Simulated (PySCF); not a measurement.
Si(H)(Me)3, SMILES C[SiH](C)C (C₃H₁₀Si), singlet, B3LYP/def2-SVP optimised geometry. Atoms within 1.6 Å of the plane z = 0.0 Å (x, y, z in Å): Si1 (0.10, -1.17, 0.00), C2 (-0.50, -2.06, -1.55), C3 (-0.50, -2.06, 1.55), C4 (-0.50, 0.63, 0.00), H5 (1.60, -1.17, 0.00), H6 (-1.60, -2.09, -1.60), H8 (-0.14, -3.11, -1.58), H10 (-1.60, -2.09, 1.60), H11 (-0.14, -3.11, 1.58), H12 (-1.60, 0.68, 0.00), H13 (-0.14, 1.17, -0.89), H14 (-0.14, 1.17, 0.89).

Level of theory: B3LYP/def2-TZVP run with PySCF. Cells within 0.4 Å of a nucleus heavier than hydrogen are left out (blank, or x).

Map of the electron localisation function on the plane z = 0.0 Å:

```
|0000000000000000000000000000000|
|0000000000000000000000000000000|
|0000000000000000000000000000000|
|0000000000000000000000000000000|
|0000000000000000000000000000000|
|0000000000000000000000000000000|
|0000000000000000000000000000000|
|0000000111011111100000000000000|
|0000013443222333210000000000000|
|0000147887544454321000000000000|
|0000389999865566531000000000000|
|0001699999984246531000000000000|
|000179999999xxx4531000000000000|
|000179999999xxx4541000000000000|
|0000599999984x47752000122100000|
|0000268998777899862125788620000|
|0000013554468999753479999961000|
|0000000001257731014899999983000|
|000000000012311x603999999995000|
|00000000000110xxx42999999996000|
|000000000001107xx32999999996000|
|0000000000012105404999999994000|
|0000000000012310014899999982000|
|0000000000012332112589999950000|
|0000000000001122111146888510000|
|0000000000000000000001332100000|
|0000000000000000000000000000000|
|0000000000000000000000000000000|
|0000000000000000000000000000000|
|0000000000000000000000000000000|
|0000000000000000000000000000000|
```
Scale: ten equal steps from 0.000 (start of '0') to 1.000 (end of '9'), in the order '0123456789'; x runs from -4.00 to 4.00, y from -4.00 (bottom) to 4.00 (top).
